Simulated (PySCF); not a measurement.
CrO₃, triplet, at a GFN2-xTB geometry (such geometries of metal compounds can be far from the true shape) (the multiplicity is a formal guess). Base run: SVWN5/def2-SVP run with PySCF.

PySCF was given this input:
```python
from pyscf import gto, scf, dft

mol = gto.Mole()
mol.atom = '''
    Cr   -0.00000000    0.00000000   -0.00000000
    O    -1.06904109   -1.12345163   -0.13471675
    O    -0.06369537    1.25002432   -0.92548535
    O     1.13273646   -0.12657268    1.06020210
'''
mol.basis = 'def2-svp'
mol.spin = 2
mol.verbose = 4
mol.symmetry = True
mol.build()

mf = dft.UKS(mol)
mf.xc = 'lda,vwn'
mf.kernel()
mf.analyze()
```

Variants of this job, named by their change:

```tsv
change	ΔE vs base (mEh)	point group used	SCF cycles
base	0.000	C2v	11
symmetry_subgroup = Cs	0.000	Cs	11
irrep_nelec = A1:(14, 12) A2:(1, 1) B1:(7, 6) B2:(3, 4)	277.0	C2v	16
irrep_nelec = A1:(14, 12) A2:(0, 1) B1:(7, 6) B2:(4, 4)	326.8	C2v	12
irrep_nelec = A1:(13, 12) A2:(2, 1) B1:(6, 6) B2:(4, 4)	149.9	C2v	17
symmetry_subgroup = C2	0.000	C2	11
symmetry = off	0.000	C1	12
irrep_nelec = A1:(13, 12) A2:(2, 1) B1:(7, 6) B2:(3, 4)	179.4	C2v	16
```

Open shells are given as the SCF converged; they aren't shown to be the lowest states, and a large step between rows can be another state.
